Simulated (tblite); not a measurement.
C4H10F3GeN.
Numbering: `[CH3:1][CH2:2][N:3]([GeH3:4])[CH2:5][C:6]([F:7])([F:8])[F:9]` (hydrogens: H10, H11, H12 on C1; H13, H14 on C2; H15, H16, H17 on Ge4; H18, H19 on C5)

Computed with GFN2-xTB (tblite), gas phase: L-BFGS steps from a force-field or distance-geometry start until the largest atomic force falls under 0.01 eV/Å.

Step 219: E = -890.6590 eV
```
atom  x, y, z in Å  |  force x, y, z in eV/Å
C1     -1.3571   -0.9765    1.2729    0.005   0.016   0.001
C2     -1.5721   -0.1448    0.0104    0.023  -0.029  -0.014
N3     -0.3699    0.4249   -0.5683    0.001  -0.002  -0.006
Ge4     0.2682    2.0363    0.0129    0.012   0.004   0.026
C5      0.5431   -0.4913   -1.1874   -0.005   0.003   0.000
C6      1.8079   -0.7269   -0.3721    0.032  -0.021   0.043
F7      2.6247   -1.6198   -0.9535   -0.048   0.040   0.033
F8      2.5203    0.4130   -0.2403   -0.021  -0.073  -0.022
F9      1.5789   -1.1628    0.8712    0.050   0.040  -0.048
H10    -2.3166   -1.2405    1.7106   -0.007  -0.009  -0.026
H11    -0.7872   -0.4046    2.0026   -0.005   0.023   0.006
H12    -0.8115   -1.8924    1.0567   -0.024   0.013   0.003
H13    -2.2298    0.6983    0.2468    0.045  -0.037  -0.017
H14    -2.0668   -0.7556   -0.7545   -0.026  -0.009   0.011
H15    -0.9757    2.8441    0.2108    0.007  -0.003   0.012
H16     1.0575    1.9985    1.2909   -0.012   0.011  -0.001
H17     1.1032    2.5625   -1.1062   -0.003   0.015  -0.002
H18     0.0734   -1.4628   -1.3647   -0.001   0.012  -0.003
H19     0.8998   -0.0901   -2.1464   -0.022   0.006   0.001
```

Step 220: E = -890.6543 eV
```
atom  x, y, z in Å  |  force x, y, z in eV/Å
C1     -1.3750   -1.0055    1.2470   -0.009   0.029  -0.006
C2     -1.5842   -0.1377    0.0063    0.006  -0.040  -0.019
N3     -0.3756    0.4274   -0.5661    0.011  -0.021  -0.007
Ge4     0.2912    2.0247    0.0224    0.026   0.022   0.071
C5      0.5361   -0.4994   -1.1751    0.000   0.002   0.035
C6      1.8132   -0.6859   -0.3667    0.246  -0.074   0.234
F7      2.5916   -1.6717   -0.8654   -0.235   0.362   0.241
F8      2.5663    0.4478   -0.3770   -0.232  -0.478   0.029
F9      1.5919   -0.9723    0.9343    0.185   0.146  -0.551
H10    -2.3366   -1.3045    1.6603    0.030   0.027  -0.046
H11    -0.8269   -0.4464    2.0036   -0.013  -0.004  -0.008
H12    -0.8104   -1.9050    1.0077   -0.019   0.037   0.019
H13    -2.2315    0.7086    0.2631    0.074  -0.068  -0.018
H14    -2.0895   -0.7257   -0.7707   -0.015   0.005   0.020
H15    -0.9416    2.8337    0.2785    0.018  -0.008   0.010
H16     1.1333    1.9626    1.2689   -0.047   0.007  -0.028
H17     1.0909    2.5688   -1.1147   -0.019   0.020  -0.007
H18     0.0728   -1.4818   -1.3097    0.034   0.042  -0.001
H19     0.8741   -0.1284   -2.1542   -0.040  -0.007   0.033
```

Step 221: E = -890.6608 eV
```
atom  x, y, z in Å  |  force x, y, z in eV/Å
C1     -1.3617   -0.9829    1.2673    0.006   0.017   0.002
C2     -1.5745   -0.1435    0.0095    0.019  -0.026  -0.015
N3     -0.3711    0.4253   -0.5677    0.004  -0.003  -0.006
Ge4     0.2738    2.0334    0.0154    0.014   0.005   0.030
C5      0.5414   -0.4933   -1.1846   -0.004  -0.003  -0.008
C6      1.8094   -0.7172   -0.3711    0.033  -0.024   0.039
F7      2.6173   -1.6301   -0.9335   -0.050   0.039   0.034
F8      2.5307    0.4204   -0.2721   -0.025  -0.073  -0.020
F9      1.5835   -1.1187    0.8844    0.047   0.040  -0.053
H10    -2.3224   -1.2560    1.6969   -0.001  -0.001  -0.022
H11    -0.7982   -0.4134    2.0043   -0.011   0.013   0.000
H12    -0.8109   -1.8947    1.0464   -0.019   0.017   0.007
H13    -2.2299    0.7002    0.2500    0.045  -0.035  -0.013
H14    -2.0721   -0.7494   -0.7573   -0.023  -0.010   0.004
H15    -0.9668    2.8421    0.2266    0.003  -0.001   0.013
H16     1.0750    1.9903    1.2859   -0.014   0.008   0.001
H17     1.1009    2.5637   -1.1076   -0.006   0.016  -0.005
H18     0.0728   -1.4676   -1.3514    0.010   0.022  -0.002
H19     0.8930   -0.0994   -2.1489   -0.028   0.001   0.013
```

Question: Estimate the geometry and energy of step 222. (The exact step hangs on the optimiser's Hessian estimate; all steps are aligned on step 221, rigid shifts and turns removed.)

Answer: E = -890.6619 eV, largest force 0.098 eV/Å
```
atom  x, y, z in Å  |  force x, y, z in eV/Å
C1     -1.3642   -0.9866    1.2639    0.002   0.017  -0.002
C2     -1.5760   -0.1430    0.0088    0.015  -0.023  -0.017
N3     -0.3719    0.4255   -0.5676    0.006  -0.004  -0.003
Ge4     0.2771    2.0316    0.0170    0.015   0.006   0.033
C5      0.5406   -0.4942   -1.1831   -0.004  -0.001  -0.003
C6      1.8101   -0.7120   -0.3704    0.042  -0.027   0.046
F7      2.6120   -1.6382   -0.9201   -0.059   0.050   0.043
F8      2.5374    0.4237   -0.2924   -0.031  -0.084  -0.016
F9      1.5854   -1.0911    0.8927    0.051   0.044  -0.071
H10    -2.3254   -1.2655    1.6889    0.001   0.004  -0.021
H11    -0.8053   -0.4180    2.0048   -0.010   0.011   0.003
H12    -0.8098   -1.8956    1.0407   -0.013   0.015   0.008
H13    -2.2297    0.7011    0.2520    0.044  -0.035  -0.013
H14    -2.0754   -0.7460   -0.7593   -0.018  -0.008   0.003
H15    -0.9619    2.8402    0.2373    0.003  -0.002   0.013
H16     1.0863    1.9855    1.2826   -0.017   0.006  -0.002
H17     1.0982    2.5653   -1.1090   -0.007   0.016  -0.006
H18     0.0728   -1.4695   -1.3449    0.009   0.015  -0.003
H19     0.8901   -0.1038   -2.1494   -0.028   0.002   0.006
```

The energy changes by -0.0011 eV. The first-order estimate −F·Δx gives -0.0012 eV and the mean of the old and new forces, exact on a quadratic surface, -0.0011 eV. The step makes an angle of 82° with the force vector and moves no atom by more than 0.029 Å.

The cost below is that of the whole relaxation. Time: 1.7 s. Hardware: one thread, Arm Neoverse V2 (aarch64), no GPU, shared host with 96 logical CPUs at a one-minute load of 52.
